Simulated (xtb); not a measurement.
xtb input (GFN-FF):

```bash
xtb mol.xyz --gfnff --opt tight --chrg 1 --uhf 0
```
mol.xyz:
```
4

Cr     0.10994399     0.17062252     0.14834968
O      1.30138369    -0.51017622    -0.52409265
O     -0.48197111    -0.81821312     1.15186090
F     -1.02155070     0.72579714    -0.95361536
```

End of the output:

```
         :::::::::::::::::::::::::::::::::::::::::::::::::::::
         ::                     SUMMARY                     ::
         :::::::::::::::::::::::::::::::::::::::::::::::::::::
         :: total energy               1.180949534673 Eh    ::
         :: gradient norm              0.000052151618 Eh/a0 ::
         ::.................................................::
         :: bond energy               -0.202548889006 Eh    ::
         :: angle energy               0.000159961037 Eh    ::
         :: torsion energy             0.000000000000 Eh    ::
         :: repulsion energy           0.007894121407 Eh    ::
         :: electrostat energy         1.376538194311 Eh    ::
         :: dispersion energy         -0.001093853076 Eh    ::
         :: HB energy                  0.000000000000 Eh    ::
         :: XB energy                  0.000000000000 Eh    ::
         :: bonded atm energy          0.000000000000 Eh    ::
         :: external energy            0.000000000000 Eh    ::
         :: add. restraining           0.000000000000 Eh    ::
         :: total charge               1.000000000000 e     ::
         :::::::::::::::::::::::::::::::::::::::::::::::::::::

           -------------------------------------------------
          |                Property Printout                |
           -------------------------------------------------

molecular dipole:
                 x           y           z       tot (Debye)
 q only:       -0.705       0.654      -0.630       2.923
           -------------------------------------------------
          |                Geometry Summary                 |
           -------------------------------------------------

      molecular mass/u    :      102.9933448
   center of mass at/Å    :       -0.0219702      -0.0727812      -0.0367552
  moments of inertia/u·Å² :        0.5885380E+02   0.8199851E+02   0.1400301E+03
rotational constants/cm⁻¹ :        0.2864323E+00   0.2055846E+00   0.1203858E+00

 * 2 selected distances

     #   Z          #   Z                                           value/Å
     1  24 Cr       2   8 O                                       1.5402765 (min)
     1  24 Cr       3   8 O                                       1.5402765 (max)

 * 1 distinct bonds (by element types)

   Z      Z             #   av. dist./Å        max./Å        min./Å
   8 O   24 Cr          2     1.5402765     1.5402765     1.5402765

optimized geometry written to: xtbopt.xyz

           -------------------------------------------------
          | TOTAL ENERGY                1.180949534673 Eh   |
          | GRADIENT NORM               0.000052151618 Eh/α |
           -------------------------------------------------
########################################################################
[WARNING] Runtime exception occurred
-1- gfnff_setup: Could not read topology file.
########################################################################

------------------------------------------------------------------------
------------------------------------------------------------------------
 total:
 SCF:
Note: The following floating-point exceptions are signalling: IEEE_UNDERFLOW_FLAG IEEE_DENORMAL
normal termination of xtb
 ANC optimizer:
```
